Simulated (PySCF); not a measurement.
A structure optimised at PBE-D3(BJ)/def2-TZVP, used in a PySCF frequency run:

```xyz
7

Se     0.0000     0.0000     0.0000
H      0.0000     1.5763     0.0000
H      0.0000    -1.5763     0.0000
H     -1.5763     0.0000     0.0000
H      1.5763     0.0000     0.0000
H      0.0000     0.0000     1.5763
H      0.0000     0.0000    -1.5763
```
Charge 0, spin multiplicity 1.

Q: Write its SMILES, formula and point group.

A: [SeH6], H₆Se, Oh

Q: What are its rotational constants (standard atomic weights)?

A: 50.445, 50.445, 50.445 GHz
